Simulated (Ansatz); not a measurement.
Reaction (silylene formation by 1,1-elimination): `Cl[SiH2][GeH3]` → GeH₄ + `[SiH]Cl`

Isolated molecules relaxed with PBE0-D4/def2-TZVP in Ansatz; ΔE leaves out vibrations. CCSD(T)/CBS adds triple-zeta CCSD(T) − MP2 to the extrapolated MP2 energy (def2 sets, frozen cores). This one scheme is used for every species. Functionals use def2-TZVPP. For Ge outer-core shells are correlated without core-valence functions, which leaves a few kJ/mol of doubt a bond. Scalar relativity is left out up to krypton.

`Cl[SiH2][GeH3]`:

Z-matrix (Å, degrees):
```
Si
Ge 1 2.377
Cl 1 2.062 2 109.1
H 1 1.484 2 111.5 3 -118.9
H 1 1.484 2 111.5 3 118.9
H 2 1.538 1 109.9 3 179.8
H 2 1.536 1 110.0 3 59.9
H 2 1.536 1 110.0 3 -60.3
```

GeH₄:

Z-matrix (Å, degrees):
```
Ge
H 1 1.534
H 1 1.534 2 109.5
H 1 1.534 2 109.5 3 -120.0
H 1 1.534 2 109.5 3 120.0
```

`[SiH]Cl`:

```xyz
3

Si   -0.284    0.763    0.137
Cl    1.316   -0.490    0.566
H    -1.033   -0.273   -0.703
```

CCSD(T)/CBS gives +50.2 kcal/mol.

(1) Another level gave +53.4 kcal/mol. Which?
A. revPBE-D4/def2-TZVPP
B. BLYP-D4/def2-TZVPP
C. CCSD/def2-TZVPP
D. r2SCAN/def2-TZVPP

Largest T1 diagnostic among the species: 0.013.

## Answers

(1) D. r2SCAN 53.4, CCSD/def2-TZVPP 47.9, BLYP-D4 45.0, revPBE-D4 49.0 kcal/mol.

The D4 term adds +3.1 kcal/mol with B3LYP and +1.7 kcal/mol with PBE0; it sums over pairs of atoms, weighted by their polarisabilities, and B3LYP, whose exchange is more repulsive, gets the larger term. In def2-TZVPP, CCSD(T) changes the Hartree–Fock value by +2.8 kcal/mol (the triples alone add +0.5 kcal/mol) and MP2 by +6.6 kcal/mol. Leaving LDA and LC-ωPBE aside and taking each functional with its dispersion term where it has one, the values, not all of them listed here, spread over 9.8 kcal/mol, from BLYP-D4 to r2SCAN0-D4. LDA lies +6.7 kcal/mol from PBE without D4.

B3LYP here is the variant with VWN-RPA as its local correlation; programs differ in this.
